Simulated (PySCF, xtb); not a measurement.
C₂H₇GeN, SMILES C=[CH][GeH2][NH2]. One conformer was computed; it need not be the lowest.

Harmonic wavenumbers (cm⁻¹) from GFN2-xTB run with xtb 6.7.1 at its own minimum, in rising order: 56, 158, 177, 255, 425, 479, 540, 566, 638, 651, 730, 802, 821, 914, 991, 1029, 1252, 1406, 1504, 1660, 1961, 2022, 3009, 3060, 3084, 3416, 3440.

**Question.** What does PySCF 2.14.0 with PBE0-D3(BJ)/def2-SVP give at its own minimum? (Estimate from the structure and the level; the computed values follow.)

**Answer.** 77, 165, 180, 268, 459, 513, 557, 597, 694, 717, 810, 850, 928, 987, 1002, 1039, 1266, 1414, 1554, 1684, 2151, 2156, 3131, 3159, 3226, 3568, 3667. Paired by order, the mean absolute difference is 66 cm⁻¹ and the zero-point energies are 50.1 and 52.6 kcal/mol.
